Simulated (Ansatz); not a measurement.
Z-matrix (Å, degrees):
```
Si
F 1 1.5705
F 1 1.5705 2 107.68
Cl 1 2.0073 2 109.31 3 -118.65
Cl 1 2.0073 2 109.31 3 118.65
```
Charge 0, spin multiplicity 1.

These are Ansatz (an electronic-structure program) with frozen-core CCSD(T)/cc-pVTZ // PBE0-D3(BJ)/def2-TZVP values and carry that method's errors.

| Quantity | Result |
|---|---|
| HF energy | -1407.19449 Ha |
| MP2 correlation energy | -0.98231 Ha |

Question: Estimate the CCSD correlation energy, the (T) correction, the total energy and the T1 diagnostic.

Answer: 
The CCSD correlation energy is -1.01117 Ha and the (T) correction is -0.03553 Ha. The CCSD(T) total energy is -1408.24120 Ha and the T1 diagnostic is 0.010.
